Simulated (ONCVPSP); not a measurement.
# What the settings do to the ONCV potential of bromine

Base potential:

ONCVPSP 4.0.1 input, shortened (lines: element, Z, core and valence counts, functional; n l f; lmax; l rc ep ncon nbas qcut; lloc lpopt rc5 dvloc0; l nproj debl; icmod fcfact rcfact), PBE, scalar-relativistic:

```
  Br 35.00    5    3        4      upf
    1    0    2.00
    2    0    2.00
    2    1    6.00
    3    0    2.00
    3    1    6.00
    3    2   10.00
    4    0    2.00
    4    1    5.00
    2
    0    1.05    0.00    3    6    5.50
    1    1.25    0.00    4    8    7.00
    2    1.05    0.00    3    8   14.20
    4    3    0.85    0.00
    0    2    2.60
    1    2    1.50
    2    2    0.40
    3    3.00    1.05
```

In the d channel the program set the typed energies aside and used -2.452, 0.250 Ha.

All-electron outer shells of the reference configuration (PBE, scalar-relativistic, ld1.x):

```
shell  level (eV)  outermost node (bohr)  outermost maximum (bohr)
   3s     -238.08                   0.23                      0.48
   3p     -173.49                   0.21                      0.48
   3d      -66.72                      –                      0.43
   4s      -20.13                   0.67                      1.41
   4p       -7.86                   0.70                      1.66
```

Cutoffs, loose and tight: the cutoffs (Ha) at which the residual kinetic energy of the hardest occupied pseudo-wave falls to 1 and 0.1 mHa per electron. They do not see the model core or the augmentation charge, which bear on the density cutoff. Test errors are all-electron minus pseudo excitation energies from the reference, over the configurations 3d10 4s2 4p4; 3d10 4s2 4p3; 3d10 4s2 4p2; 3d10 4s2 4p4.5. A dash means not determined; rows that change the core or the reference have their own tests.

A true bound ghost makes a file unfit for plane-wave use even where its test errors are small: the radial tests pick states by their node count and pass the ghost by.

```csv
change,outcome,"cutoff, loose","cutoff, tight",bound ghosts,GHOST(+) flags above zero,largest test error (meV)
base,"generated, projector energies reset by the program",96 Ha,136 Ha,"s, p",s,-10
"all radii but the core radius scaled by about 0.80 (s 0.84, p 1.00, d 0.84 bohr); local potential polynomial inside 0.68 bohr (lpopt 3, dvloc0 0 Ha)","failed: ERROR pspot: first pseudo wave function has node, program will stop",–,–,–,–,–
"all radii but the core radius scaled by about 0.85 (s 0.90, p 1.06, d 0.90 bohr); local potential polynomial inside 0.72 bohr (lpopt 3, dvloc0 0 Ha)","failed: ERROR pspot: first pseudo wave function has node, program will stop",–,–,–,–,–
"all radii but the core radius scaled by about 1.07 (s 1.12, p 1.34, d 1.12 bohr); local potential polynomial inside 0.90 bohr (lpopt 3, dvloc0 0 Ha)","generated, projector energies reset by the program",83 Ha,106 Ha,"s, p",s,-10
"all radii but the core radius scaled by about 1.13 (s 1.18, p 1.42, d 1.18 bohr); local potential polynomial inside 0.96 bohr (lpopt 3, dvloc0 0 Ha)","generated, projector energies reset by the program",80 Ha,88 Ha,s,none,-6.7
"all radii but the core radius scaled by about 1.22 (s 1.28, p 1.54, d 1.28 bohr); local potential polynomial inside 1.04 bohr (lpopt 3, dvloc0 0 Ha)","generated, projector energies reset by the program",75 Ha,84 Ha,none,s,-5.2
"all radii but the core radius scaled by about 1.30 (s 1.36, p 1.62, d 1.36 bohr); local potential polynomial inside 1.10 bohr (lpopt 3, dvloc0 0 Ha)","failed: ERROR pspot: first pseudo wave function has node, program will stop",–,–,–,–,–
```

Reading the sweep of the scale of all radii but the core radius (base = 1) (base included, trends over the rows without a ghost): Bound ghosts are found at 1, 1.07, 1.13. The generation fails at 0.8, 0.85, 1.3.
